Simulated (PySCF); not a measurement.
PySCF job for ScCl3, SMILES [Cl][Sc]([Cl])[Cl], B3LYP/pcSseg-1. Coordinates come from a B3LYP-D3(BJ)/def2-SVP optimisation. The isomer is the one that the SMILES or the coordinates give; other isomers of the formula were not compared.

```python
import numpy as np
from pyscf import gto, scf, dft
from pyscf.prop.nmr import rks as nmr

mol = gto.M(
    atom='''
    Sc   -0.00000000    0.00000000    0.00000000
    Cl    2.27061219   -0.00000000   -0.00000000
    Cl   -1.13530609   -1.96640784   -0.00000000
    Cl   -1.13530610    1.96640784   -0.00000000
    ''',
    basis='pcSseg-1',
    charge=0,
    spin=0,
    max_memory=2000,
    verbose=3,
)
mf = dft.RKS(mol, xc='b3lyp')
mf.grids.level = 3
mf.conv_tol = 1e-10
mf.max_cycle = 100
mf.kernel()
n = nmr.NMR(mf)
n.verbose = 2
n.max_cycle_cphf = 60
sigma = n.kernel()
print('atom   isotropic/ppm   span/ppm')
for i, s in enumerate(sigma):
    w = np.linalg.eigvalsh((s + s.T) / 2)
    print(f'{mol.atom_symbol(i):2s}{i + 1:3d} {w.mean():14.3f} {w[2] - w[0]:11.3f}')
```

Log of the run:

```
converged SCF energy = -2141.48464322254
atom   isotropic/ppm   span/ppm
Sc  1        214.330     833.553
Cl  2        264.524    1324.419
Cl  3        264.516    1324.422
Cl  4        264.516    1324.422
```

The run converged.
